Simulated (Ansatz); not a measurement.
C$_{2}$H$_{6}$AlFN$_{2}$, SMILES `[CH3][Al]([NH2])[C](=N)F`. Total charge 0; spin multiplicity 1.

Z-matrix (Å, degrees):
```
C
Al 1 1.940
H 1 1.094 2 110.9
H 1 1.094 2 110.9 3 -118.1
H 1 1.093 2 112.5 3 121.0
N 2 1.758 1 125.6 3 -122.6
C 2 1.992 1 122.6 3 57.5
H 6 1.008 2 121.8 1 180.0
H 6 1.006 2 127.3 1 0.1
N 7 1.251 2 122.7 1 -179.2
F 7 1.374 2 117.3 1 0.7
H 10 1.023 7 112.8 2 180.0
```

(1) List the harmonic frequencies (cm⁻¹, unscaled) at PBE0-D4/def2-TZVP in Ansatz. (An estimate is asked.)

(2) Is this a minimum?

(3) Give the ideal-gas thermochemistry at 298.15 K and 1 bar (rigid rotor, harmonic oscillator; point group Cs, symmetry number 1).

(4) Rotational constants (cm⁻¹)?

Answers

(1) Ansatz gave: 31, 54, 91, 158, 171, 235, 374, 376, 428, 467, 600, 625, 656, 660, 743, 863, 937, 981, 1214, 1226, 1440, 1442, 1559, 1741, 3042, 3116, 3133, 3445, 3606, 3703.

(2) Yes, all 30 modes are real.

(3) Zero-point energy 222.0 kJ/mol; H(298) − E = 248.4 kJ/mol; entropy 396.2 J/(mol·K), of which translation 166.8, rotation 116.6, vibration 112.8; G(298) − E = 130.2 kJ/mol. Modes under 100 cm⁻¹ are hindered rotations or soft bends, so the harmonic entropy is rough.

(4) 0.123, 0.06824, 0.04425.
